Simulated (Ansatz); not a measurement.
CH3ClFIn (SMILES [CH3][In]([F])[Cl]): the energy, rung by rung

CH3ClFIn has 7 atoms, charge 0, and is taken as a singlet. SMILES: `[CH3][In]([F])[Cl]`. Geometry: optimised at B3LYP/def2-SVP.

```xyz
7

C    -0.3978    0.9681    0.4346
In    0.4067   -0.8541   -0.3892
F     2.3431   -1.1352   -0.6051
Cl   -0.7545   -2.7633   -1.1494
H    -1.1252    1.3836   -0.2758
H    -0.8993    0.7285    1.3821
H     0.4269    1.6726    0.6026
```

Quantity: the dissociation energy of the F3–In2 bond into doublet F and doublet CH3ClIn (shapes relaxed at B3LYP/def2-SVP, no zero-point term), in eV. The values are calculated.

| level | kind | program | value (eV) | less CCSD(T)/def2-SVP | CPU time (all runs) |
| --- | --- | --- | --- | --- | --- |
| HF/def2-SVP (core potential) | Hartree–Fock | Ansatz | 3.15 | -1.48 | 4.3 s |
| SVWN5/def2-SVP (core potential) | LDA | Ansatz | 5.70 | +1.07 | 4.2 s |
| PBE/def2-SVP (core potential) | GGA | Ansatz | 4.89 | +0.26 | 8.1 s |
| B3LYP/def2-SVP (core potential) | global hybrid | Ansatz | 4.60 | -0.03 | 12 s |
| wB97M-V/def2-SVP (core potential) | range-separated hybrid | Ansatz | 4.89 | +0.26 | 55 s |
| B2PLYP/def2-SVP (core potential) | double hybrid | Ansatz | 4.72 | +0.09 | 15 s |
| MP2/def2-SVP (core potential) | perturbation theory | Ansatz | 5.03 | +0.40 | 4.7 s |
| CCSD(T)/def2-SVP (core potential) | coupled cluster or CI | Ansatz | 4.63 | 0.00 | 38 s |

Differences are taken from CCSD(T)/def2-SVP (core potential) for orientation; it has basis-set and higher-order errors of its own. Spin-orbit coupling, which can split open shells on such heavy atoms by tenths of an eV, is left out. The values span 3.15 to 5.70 eV. Hartree–Fock misses the correlation of the electron pair that is broken and comes out low. Measured bond enthalpies also hold zero-point and thermal terms, a few tenths of an eV less. In the correlated wave-function rows the outer d shell of In is correlated, in sets not made for it. Times are those of the runs behind each value, whatever else they computed, on shared processors of several kinds: orders of magnitude only.
